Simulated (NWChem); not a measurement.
Everything below was run with NWChem. System: Cl2 (-1), charge -1, spin multiplicity 2, at a geometry optimised with UPBE0/def2-SVP. The structure started from a generated list of species. Its SCF solution wasn't tested for a lower state. Level: UMP2/aug-cc-pVTZ, 10 core orbitals frozen.

Input file:

```
start mol
memory heap 200 mb stack 900 mb global 1100 mb
charge -1
geometry units angstroms nocenter noautoz
  Cl     0.000000     0.000000     1.326639
  Cl     0.000000     0.000000    -1.326639
  symmetry group D2h
end
basis spherical
  * library aug-cc-pvtz
end
scf
  uhf
  nopen 1
  maxiter 100
  thresh 1e-7
  semidirect memsize 60000000 filesize 0
  # guess.movecs holds the orbitals of an unrestricted PBE0 run
  vectors input guess.movecs output mol.movecs
end
mp2
  freeze core 10
end
task mp2 energy
```

Part of the output:

```
             Northwest Computational Chemistry Package (NWChem) 7.3.0
             --------------------------------------------------------

                                NWChem Input Module
                                -------------------

 Scaling coordinates for geometry "geometry" by  1.889725989
 (inverse scale =  0.529177249)

 Turning off AUTOSYM since
 SYMMETRY directive was detected!

                             Geometry "geometry" -> ""
                             -------------------------

 Output coordinates in angstroms (scale by  1.889725989 to convert to a.u.)

  No.       Tag          Charge          X              Y              Z
 ---- ---------------- ---------- -------------- -------------- --------------
    1 Cl                  17.0000     0.00000000     0.00000000     1.32663900
    2 Cl                  17.0000     0.00000000     0.00000000    -1.32663900

 Effective nuclear repulsion energy (a.u.)      57.6389752453

            Nuclear Dipole moment (a.u.)
            ----------------------------
        X                 Y               Z
 ---------------- ---------------- ----------------
     0.0000000000     0.0000000000     0.0000000000

      Symmetry information
      --------------------

 Group name             D2h
 Group number             26
 Group order               8
 No. of unique centers     1

      Symmetry unique atoms

     1


 Summary of "ao basis" -> "" (spherical)
 ------------------------------------------------------------------------------
       Tag                 Description            Shells   Functions and Types
 ---------------- ------------------------------  ------  ---------------------
 *                        aug-cc-pvtz                 on all atoms

 Summary of "ao basis" -> "ao basis" (spherical)
 ------------------------------------------------------------------------------
       Tag                 Description            Shells   Functions and Types
 ---------------- ------------------------------  ------  ---------------------
 Cl                       aug-cc-pvtz               16       50   6s5p3d2f
[...]
  AO/Fock/Back tols     =   1.0D-09  1.0D-09  1.0D-09

 GA uses MA = F    GA memory limited = T

 Available:
  local mem=  1.26D+08
 global mem=  1.44D+08
 local disk=  0.00D+00
  mp2_memr nvloc                    82
  nvloc new                    82
   1 passes of   8:        5242880                      53186                  11280697.
   1 passes of   8: M    126152680           G      144159200           F     120909800.

 Semi-direct pass number   1 of   1  for UHF alpha       at        3.6s
  vrange nnbf                  5050
  mp2_eaftype                    43  avail_ma_in_mb                  1099
 EAF : mp2_eaftype filesize          43    5640348.
  mp2_eaf for mointskh                     43
Node 0 wrote     26.5 Mb in      0.0 s     Agg I/O rate:  1014.4 Mb/s
 Done moints_semi at       13.1s
  mp2_eaftype                    43  avail_ma_in_mb                  1056
 EAF : mp2_eaftype filesize          43    5640348.
  mp2_eaf for kh                    43
 Done maket at       13.2s
 Done multipass loop at       13.2s

 GA uses MA = F    GA memory limited = T

 Available:
  local mem=  1.26D+08
 global mem=  1.44D+08
 local disk=  0.00D+00
  mp2_memr nvloc                    83
  nvloc new                    83
   1 passes of   7:        5242880                      49438                   9992947.
   1 passes of   7: M    126152680           G      144159200           F     120909800.

 Semi-direct pass number   1 of   1  for UHF beta        at       13.2s
  vrange nnbf                  5050
  mp2_eaftype                    38  avail_ma_in_mb                  1099
 EAF : mp2_eaftype filesize          38    4996473.
  mp2_eaf for mointskh                     38
Node 0 wrote     23.5 Mb in      0.0 s     Agg I/O rate:  1419.3 Mb/s
 Done moints_semi at       23.2s
  mp2_eaftype                    38  avail_ma_in_mb                  1061
 EAF : mp2_eaftype filesize          38    4996473.
  mp2_eaf for kh                    38
 Done maket at       23.3s
 Done multipass loop at       23.3s

          -------------------------------------------
          SCF energy                -919.080376155794
          Correlation energy          -0.394819589983
          Singlet pairs                0.000000000000
          Triplet pairs                0.000000000000
          Total MP2 energy          -919.475195745777
          -------------------------------------------

          ---------------------------------------------------
                    Spin Component Scaled (SCS) MP2
          Same spin pairs                     -0.100256249001
          Same spin scaling factor             0.333333333333
          Opposite spin pairs                 -0.294563340982
          Opposite spin scaling fact.          1.200000000000
          SCS-MP2 correlation energy          -0.386894758845
          Total SCS-MP2 energy              -919.467270914639
          ---------------------------------------------------

 -----------------------
 Performance information
 -----------------------

 Timer overhead =  2.31D-07 seconds/call

               Nr. of calls         CPU time (s)                 Wall time (s)                GFlops
             ---------------    -------------------     ------------------------------   -------------------
Name         Min   Avg   Max    Min     Avg     Max     Min     Avg     Max   Mx/calls   Min     Max     Sum
mp2: moin     2     2     2    19.     19.     19.      19.     19.     19.     9.7      0.0     0.0     0.0
mp2: make     2     2     2   0.28    0.28    0.28     0.28    0.28    0.28    0.14      0.0     0.0     0.0
mp2: tota     1     1     1    20.     20.     20.      20.     20.     20.     20.      0.0     0.0     0.0

 The average no. of pstat calls per process was 5.00D+00
 with a timing overhead of 1.16D-06s

 Task  times  cpu:       23.3s     wall:       23.3s

 Total times  cpu:       23.4s     wall:       23.4s
```
